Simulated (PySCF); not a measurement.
Scandium: highly charged ions in a basis for the neutral atom

Sc¹⁵⁺ [He] 2s2 2p2, Sc¹⁶⁺ [He] 2s2 2p1. All numbers are calculated (PySCF 2.14, the spin-free X2C one-electron Hamiltonian (Gaussian nucleus), in x2c-TZVPall (6s5p4d1f, 48 functions)). No spin-orbit coupling, so a gap to NIST mixes the basis error with missing relativistic terms.

Changed run: basis of the neutral atom used for a highly charged ion. This setting is unsound on purpose.

```csv
species,method,sound run (hartree),changed run (hartree),converged
Sc¹⁵⁺,UHF,not run,-598.66997,yes
Sc¹⁵⁺,TPSS,not run,-598.94550,yes
Sc¹⁵⁺,B3LYP,not run,-598.80104,yes
Sc¹⁶⁺,UHF,not run,-561.53343,yes
Sc¹⁶⁺,TPSS,not run,-561.80465,yes
Sc¹⁶⁺,B3LYP,not run,-561.63259,yes
```

Ionisation energy of Sc¹⁵⁺:

```tsv
method	changed run (eV)	NIST (eV)
UHF	1010.5	1008.6 ± 0.4
TPSS	1010.7	1008.6 ± 0.4
B3LYP	1011.4	1008.6 ± 0.4
```

The contracted functions were made for the neutral atom and can be too rigid for a highly charged ion.
